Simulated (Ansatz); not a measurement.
C₁₃H₁₅BF₂N₂⁺, that is BODIPY with one electron fewer, relaxed as a doublet with UKS PBE-D4/def2-SVP in Ansatz, starting from the PBE-D4/def2-SVP geometry of the neutral singlet. Force threshold 0.03 eV/Å.

Start:

```csv
atom,x (Å),y (Å),z (Å)
C1,3.340,-1.403,1.697
C2,2.572,-1.142,0.440
C3,2.944,-1.434,-0.877
C4,1.885,-1.026,-1.736
C5,1.799,-1.126,-3.220
N6,0.888,-0.492,-0.987
C7,1.271,-0.543,0.354
C8,0.423,-0.057,1.354
C9,-0.828,0.488,1.054
C10,-1.841,1.031,1.914
C11,-1.769,1.131,3.405
C12,-2.883,1.427,1.069
C13,-2.504,1.130,-0.270
C14,-3.270,1.362,-1.528
N15,-1.271,0.567,-0.267
B16,-0.465,0.090,-1.524
F17,-1.179,-0.908,-2.199
F18,-0.215,1.177,-2.371
H19,3.356,-0.517,2.365
H20,2.897,-2.239,2.280
H21,4.389,-1.676,1.474
H22,3.882,-1.896,-1.209
H23,1.604,-0.129,-3.663
H24,0.942,-1.766,-3.515
H25,2.730,-1.544,-3.644
H26,0.749,-0.107,2.403
H27,-2.667,1.632,3.814
H28,-1.698,0.130,3.881
H29,-0.881,1.710,3.736
H30,-3.833,1.889,1.367
H31,-4.236,1.856,-1.319
H32,-2.679,1.985,-2.229
H33,-3.453,0.401,-2.051
```

```csv
step,energy (eV),largest force component (eV/Å),SCF passes
1,-22771.4342,1.458,26
2,-22771.5155,0.631,28
3,-22771.5356,0.168,28
4,-22771.5370,0.069,25
5,-22771.5379,0.032,25
6,-22771.5382,0.027,23
7,-22771.5387,0.034,22
8,-22771.5389,0.050,22
9,-22771.5391,0.063,22
10,-22771.5392,0.059,22
11,-22771.5395,0.001,18
```

Force components are those of the run's own axes.

End:

| atom | x (Å) | y (Å) | z (Å) |
| --- | --- | --- | --- |
| C1 | 3.3308 | -1.3840 | 1.7032 |
| C2 | 2.5884 | -1.1520 | 0.4354 |
| C3 | 2.9603 | -1.4367 | -0.8627 |
| C4 | 1.8889 | -1.0225 | -1.7424 |
| C5 | 1.8254 | -1.1240 | -3.2122 |
| N6 | 0.8811 | -0.4946 | -1.0030 |
| C7 | 1.2544 | -0.5484 | 0.3306 |
| C8 | 0.4129 | -0.0715 | 1.3413 |
| C9 | -0.8359 | 0.4760 | 1.0286 |
| C10 | -1.8617 | 1.0292 | 1.9213 |
| C11 | -1.7583 | 1.1139 | 3.4027 |
| C12 | -2.8884 | 1.4285 | 1.0901 |
| C13 | -2.5089 | 1.1314 | -0.2740 |
| C14 | -3.2783 | 1.3755 | -1.5081 |
| N15 | -1.2771 | 0.5624 | -0.2824 |
| B16 | -0.4823 | 0.0802 | -1.5621 |
| F17 | -1.1874 | -0.9268 | -2.1972 |
| F18 | -0.2292 | 1.1607 | -2.3886 |
| H19 | 3.4857 | -0.4358 | 2.2601 |
| H20 | 2.7708 | -2.0656 | 2.3784 |
| H21 | 4.3217 | -1.8337 | 1.5107 |
| H22 | 3.8970 | -1.8961 | -1.1996 |
| H23 | 1.6541 | -0.1172 | -3.6519 |
| H24 | 0.9347 | -1.7199 | -3.5091 |
| H25 | 2.7398 | -1.5730 | -3.6352 |
| H26 | 0.7358 | -0.1271 | 2.3902 |
| H27 | -2.6618 | 1.5744 | 3.8418 |
| H28 | -1.6312 | 0.1078 | 3.8560 |
| H29 | -0.8797 | 1.7190 | 3.7117 |
| H30 | -3.8373 | 1.8929 | 1.3829 |
| H31 | -4.2535 | 1.8472 | -1.3003 |
| H32 | -2.6852 | 2.0113 | -2.2012 |
| H33 | -3.4254 | 0.4184 | -2.0548 |

By distances, no bond broke or formed. The bond that changes most is C2–C7, from 1.44 to 1.47 Å (atoms count from 1).

The force fell under the threshold at step 6, but the optimiser went on. No frequencies were taken in this run, so the end may be a saddle point.

It took 43 s on 2 threads of AMD EPYC 7R13 on a shared host and a share (18 GiB) of an NVIDIA H100 80GB HBM3, peak host memory 1 GiB.
